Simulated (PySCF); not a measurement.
C2H4N, SMILES N(=C)[CH2], multiplicity 2. The structure is a stationary point at B3LYP-D3(BJ)/def2-TZVP. The isomer is the one that the SMILES or the coordinates give; other isomers of the formula were not compared.

Computed equilibrium geometry at B3LYP-D3(BJ)/def2-TZVP (PySCF confirms it by a frequency run) as bond lengths and angles, and its point group:
point group C2v.
Atoms: C1 N2 C3 H4 H5 H6 H7. Bonds (Å): C1–N2 1.316, C1–H4 1.094, C1–H5 1.083, N2–C3 1.316, C3–H6 1.083, C3–H7 1.094. Angles (°): N2–C1–H4 122.3, N2–C1–H5 119.0, H4–C1–H5 118.7, C1–N2–C3 119.7, N2–C3–H6 119.0, N2–C3–H7 122.3, H6–C3–H7 118.7.
Charge 0, spin multiplicity 2.
